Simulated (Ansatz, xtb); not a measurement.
**Two structures of BFH8Si3**

Structure X is `B[Si@@H]([SiH3])[SiH2]F`, a singlet and structure Y is a singlet given by its coordinates. Both are isolated molecules in the gas phase, relaxed with PBE0-D3(BJ)/def2-SVP; the shapes shown needn't be the lowest conformers.

X (Å):

```xyz
13

B     1.1822   -1.9992   -0.5707
F    -1.9985   -2.2536   -0.1348
Si    0.5875   -0.3654    0.4057
Si    1.0529    1.6331   -0.7307
Si   -1.7390   -0.6680    0.1863
H     1.6307   -2.9650   -0.0034
H     1.0298   -2.0461   -1.7681
H     0.9446   -0.2798    1.8568
H     2.5148    1.9442   -0.7073
H     0.6073    1.4787   -2.1493
H     0.3119    2.7752   -0.1116
H    -2.4945   -0.3224    1.4256
H    -2.2792    0.1125   -0.9658
```

Y (Å):

```xyz
13

B    -0.0947    1.4003   -0.5222
F    -0.3553    1.0071    1.1970
Si    0.6262   -0.3687   -1.2089
Si   -0.7401   -1.8815   -0.0195
Si   -1.1980   -0.3916    1.7321
H    -1.2364    1.6343   -0.8631
H     0.6527    2.3413   -0.3990
H     0.4382   -0.6044   -2.6761
H     2.0422   -0.7098   -0.8527
H    -0.1357   -3.1321    0.5326
H    -2.0389   -2.2012   -0.6887
H    -2.5962    0.0910    1.9030
H    -0.5791   -0.6459    3.0622
```

Close contacts (Å): B1–F2 1.78, B1–Si3 2.03, F2–Si5 1.72, Si3–Si4 2.36, Si4–Si5 2.34, B1–H6 1.21, B1–H7 1.21, Si3–H8 1.50, Si3–H9 1.50, Si4–H10 1.49, Si4–H11 1.50, Si5–H12 1.49, Si5–H13 1.49.

Question: Estimate which is lower in electronic energy at CCSD(T)/def2-SVP + ΔMP2/def2-TZVPP, and by roughly how much.

Answer: Not settled: CCSD(T)/def2-SVP + ΔMP2/def2-TZVPP gives E(Y) − E(X) = +7.33 kJ/mol, but this leans on the basis-set step: CCSD(T) alone gives −3.34 kJ/mol.

The same difference at several levels:

```
                             level              geometry  E(Y) − E(X) (kJ/mol)  departure from the last row (kJ/mol)  job, with rough time for the two
              PBE0-D3(BJ)/def2-SVP  PBE0-D3(BJ)/def2-SVP                  −13.19                                −20.51             optimisation, 1.8 min
                       HF/def2-SVP  PBE0-D3(BJ)/def2-SVP                  +23.49                                +16.16           part of the CCSD(T) run
                      MP2/def2-SVP  PBE0-D3(BJ)/def2-SVP                   −2.93                                −10.26           part of the CCSD(T) run
                  CCSD(T)/def2-SVP  PBE0-D3(BJ)/def2-SVP                   −3.34                                −10.67                      single point
CCSD(T)/def2-SVP + ΔMP2/def2-TZVPP  PBE0-D3(BJ)/def2-SVP                   +7.33                                                      single point, 25 s
```

PBE0-D3(BJ)/def2-SVP, MP2/def2-SVP, CCSD(T)/def2-SVP put the two in the other order. The largest departure from CCSD(T)/def2-SVP + ΔMP2/def2-TZVPP is that of PBE0-D3(BJ)/def2-SVP, 20.51 kJ/mol. A small imaginary or near-zero mode remains, so no thermal terms are given. Levels run at GFN2-xTB geometries aren't shown. The last row adds to CCSD(T) the change of the MP2 difference between the two basis sets, here +10.67 kJ/mol.

The correlated steps freeze 17 core orbitals. Codes used: Ansatz 0.2.0, xtb 6.7.1; the last row on 2 threads of Intel(R) Xeon(R) 6975P-C (Granite Rapids) on a shared host.
